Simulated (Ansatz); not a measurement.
Relaxation of CH₇N₃Si (12 atoms, charge 0, multiplicity 1), to a largest force component of 0.015 eV/Å in at most 40 steps.

Level of theory: Ansatz, RKS PBE0-D4/def2-SVP.

```xyz
12
Properties=species:S:1:pos:R:3
N -1.864 1.492 -0.378
C -1.165 0.405 -0.425
N -0.068 0.340 0.174
Si 0.866 -1.163 0.059
N -0.167 -2.225 0.715
H -2.461 1.767 -1.214
H -1.375 2.334 -0.015
H -1.593 -0.382 -1.026
H 2.064 -1.023 0.797
H 1.044 -1.445 -1.435
H -1.069 -2.138 0.170
H -0.429 -1.855 1.631
```

**Question.** Where does it end, and by what steps?

**Answer.** The run converged. After 15 steps the energy has fallen by 1.251 eV; H8 moved furthest, 1.20 Å.

```
step  energy less start (eV)  largest force component (eV/Å)  accepted
   0                  0.0000                           5.228       yes
   1                 -0.8383                           1.898       yes
   2                 -1.0238                           0.953       yes
   3                 -1.1228                           0.521       yes
   4                 -1.1518                           0.582       yes
   5                 -1.1657                           0.235       yes
   6                 -1.1822                           0.116       yes
   7                 -1.1899                           0.420       yes
   8                 -1.2222                           0.099       yes
   9                 -1.2272                           0.290       yes
  10                 -1.2464                           0.236       yes
  11                 -1.2499                           0.110       yes
  12                 -1.2505                           0.112       yes
  13                 -1.2503                           0.098        no
  14                 -1.2513                           0.039       yes
  15                 -1.2513                           0.013       yes
```

```xyz
12
Properties=species:S:1:pos:R:3
N -1.848 1.867 -0.607
C -1.073 0.765 -0.735
N -0.440 0.228 0.229
Si 0.544 -1.193 0.065
N 0.058 -2.552 1.021
H -2.309 2.283 -1.402
H -1.911 2.318 0.297
H -1.060 0.384 -1.781
H 1.930 -0.855 0.502
H 0.532 -1.641 -1.373
H -0.828 -3.001 0.812
H 0.188 -2.498 2.026
```

Run time: 46 s on 2 threads of Arm Neoverse V1, on a shared host, peak memory 0.24 GiB.
